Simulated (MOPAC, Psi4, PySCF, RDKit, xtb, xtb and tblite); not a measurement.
Torsional profile of SMILES C(=C/S)/[SiH3] (C2H6SSi), singlet. Scanned: dihedral C2–C3–S4–H10; all other coordinates were relaxed at B3LYP-D3(BJ)/def2-SVP. Points at φ and −φ are mirror images.

Geometry of the scan point at -120° (Å):
```
10

Si    -1.2844     0.3766    -0.1401
C      0.1281    -0.8534    -0.3500
C      1.4025    -0.6293     0.0028
S      1.9070     0.8511     0.8682
H     -2.5084    -0.2302    -0.7417
H     -0.9817     1.6540    -0.8455
H     -1.5643     0.6684     1.2953
H     -0.0902    -1.8306    -0.8010
H      2.1923    -1.3680    -0.1788
H      2.7775     1.2970    -0.0703
```

Computed with: GFN2-xTB, on its own relaxed geometries (the stored frames are those of B3LYP-D3(BJ)/def2-SVP) (xtb and tblite); MMFF94 // B3LYP-D3(BJ)/def2-SVP (RDKit); PBE/def2-TZVP // B3LYP-D3(BJ)/def2-SVP (Psi4); PBE-D3(BJ)/def2-TZVP // B3LYP-D3(BJ)/def2-SVP (Psi4); wB97X-D/def2-TZVP // B3LYP-D3(BJ)/def2-SVP (Psi4); MP2/cc-pVTZ = DF-MP2 (frozen core)/cc-pVTZ // B3LYP-D3(BJ)/def2-SVP in Psi4 1.11; HF/cc-pVTZ // B3LYP-D3(BJ)/def2-SVP (Psi4); UFF // B3LYP-D3(BJ)/def2-SVP (RDKit); AM1, restricted, heats of formation // B3LYP-D3(BJ)/def2-SVP (MOPAC); PM7, restricted, heats of formation // B3LYP-D3(BJ)/def2-SVP (MOPAC); GFN1-xTB // B3LYP-D3(BJ)/def2-SVP (xtb); RKS-B3LYP/6-31G* = restricted B3LYP/6-31G*, spherical d // B3LYP-D3(BJ)/def2-SVP (PySCF 2.14.0); RHF/LANL2DZ = restricted Hartree-Fock/LANL2DZ, with its core potentials past Ne // B3LYP-D3(BJ)/def2-SVP in PySCF 2.14.0; RKS-B3LYP/6-311+G** = restricted B3LYP/6-311+G**, spherical d, density fitting // B3LYP-D3(BJ)/def2-SVP in PySCF; RHF/6-31G* = restricted Hartree-Fock/6-31G*, spherical d // B3LYP-D3(BJ)/def2-SVP run with PySCF.

Least-squares fit of E(φ) = a0 + Σ (a_n cos nφ + b_n sin nφ), n = 1 to 4, to the 12 scan points, in kJ/mol above the lowest point of each profile (levels whose profile four harmonics don't fit are not listed):

| method | a0 | a1 | b1 | a2 | b2 | a3 | b3 | a4 | b4 | rms of fit |
|---|---|---|---|---|---|---|---|---|---|---|
| GFN2-xTB | 10.96 | -2.45 | 0.00 | -8.20 | 0.00 | -0.85 | 0.00 | 0.55 | 0.00 | 0.02 |
| MMFF94 | 10.31 | 1.60 | 0.00 | -7.47 | 0.00 | 1.51 | 0.00 | 0.57 | 0.00 | 0.17 |
| PBE/def2-TZVP | 8.66 | 0.16 | 0.00 | -8.17 | 0.00 | -1.41 | 0.00 | 0.55 | 0.00 | 0.13 |
| PBE-D3(BJ)/def2-TZVP | 8.88 | -0.24 | 0.00 | -8.08 | 0.00 | -1.36 | 0.00 | 0.57 | 0.00 | 0.14 |
| wB97X-D/def2-TZVP | 6.27 | 0.21 | 0.00 | -5.79 | 0.00 | -1.26 | 0.00 | 0.39 | 0.00 | 0.13 |
| MP2/cc-pVTZ | 5.52 | 0.47 | 0.00 | -5.21 | 0.00 | -1.40 | 0.00 | 0.39 | 0.00 | 0.14 |
| HF/cc-pVTZ | 3.40 | 2.06 | 0.00 | -2.97 | 0.00 | -1.84 | 0.00 | 0.06 | 0.00 | 0.06 |
| UFF | 21.61 | 6.59 | 0.00 | 22.53 | 0.00 | 2.29 | 0.00 | 0.90 | 0.00 | 0.07 |
| AM1 | 11.79 | -0.99 | 0.00 | -9.35 | 0.00 | -1.62 | 0.00 | -0.05 | 0.00 | 0.14 |
| PM7 | 5.26 | 4.31 | 0.00 | -1.05 | 0.00 | -0.11 | 0.00 | -0.07 | 0.00 | 0.10 |
| GFN1-xTB | 12.27 | -1.75 | 0.00 | -8.22 | 0.00 | -2.00 | 0.00 | -0.31 | 0.00 | 0.06 |
| RKS-B3LYP/6-31G* | 5.82 | 0.86 | 0.00 | -5.63 | 0.00 | -1.61 | 0.00 | 0.43 | 0.00 | 0.11 |
| RHF/LANL2DZ | 1.89 | 1.66 | 0.00 | -0.87 | 0.00 | -1.35 | 0.00 | -0.10 | 0.00 | 0.06 |
| RKS-B3LYP/6-311+G** | 6.06 | 1.05 | 0.00 | -6.05 | 0.00 | -1.67 | 0.00 | 0.46 | 0.00 | 0.10 |
| RHF/6-31G* | 3.02 | 2.13 | 0.00 | -2.05 | 0.00 | -1.92 | 0.00 | 0.03 | 0.00 | 0.08 |

MMFF94 has few fitted parameters for silicon.
